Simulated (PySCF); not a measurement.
## Polarisability and C₆ of Pt⁻ (platinum, charge -1)

[Xe] 4f14 5d9 6s2, 2D determinant. All numbers are calculated (PySCF 2.14, scalar relativity through the core potential, in aug-cc-pVTZ-PP with ECP60MDF (6s6p5d3f2g, 88 functions)). Coupled (time-dependent) response in atomic units; α is the mean over directions.

| method | mean α (bohr³) | α xx, yy, zz | C₆ (like pair) | S(−4) |
| --- | --- | --- | --- | --- |
| UHF | 271.9 | 278.5, 278.5, 258.8 | 4066 | 108100 |

S(−4) is the Cauchy moment in α(ω) = α(0) + S(−4) ω² + …

Spin-orbit coupling is absent.

α(iu) at UHF:

```json
{"u (hartree)": "0", "α(iu) (bohr³)": "271.9"}
{"u (hartree)": "0.0500", "α(iu) (bohr³)": "168.0"}
{"u (hartree)": "0.100", "α(iu) (bohr³)": "99.12"}
{"u (hartree)": "0.200", "α(iu) (bohr³)": "47.62"}
{"u (hartree)": "0.300", "α(iu) (bohr³)": "29.67"}
{"u (hartree)": "0.500", "α(iu) (bohr³)": "16.43"}
{"u (hartree)": "0.750", "α(iu) (bohr³)": "10.31"}
{"u (hartree)": "1.00", "α(iu) (bohr³)": "7.313"}
{"u (hartree)": "1.50", "α(iu) (bohr³)": "4.350"}
{"u (hartree)": "2.00", "α(iu) (bohr³)": "2.916"}
{"u (hartree)": "3.00", "α(iu) (bohr³)": "1.578"}
{"u (hartree)": "5.00", "α(iu) (bohr³)": "0.6690"}
```

A single London oscillator, α(iu) = α/(1 + u²/ω²), gives C₆ = (3/4) ω α². Matching the computed C₆ needs ω = 4 × 4066 / (3 × 271.9²) = 0.0733 hartree.

For an ion, C₆ is the dispersion term alone; charge-induced terms of lower order in 1/R come first.

The components differ because the open shell of this determinant is not spherical; for a pure term their mean is the scalar polarisability.

Energies and moments cover only the electrons outside the core potential. Spin-orbit coupling, absent here, splits the open shell strongly.
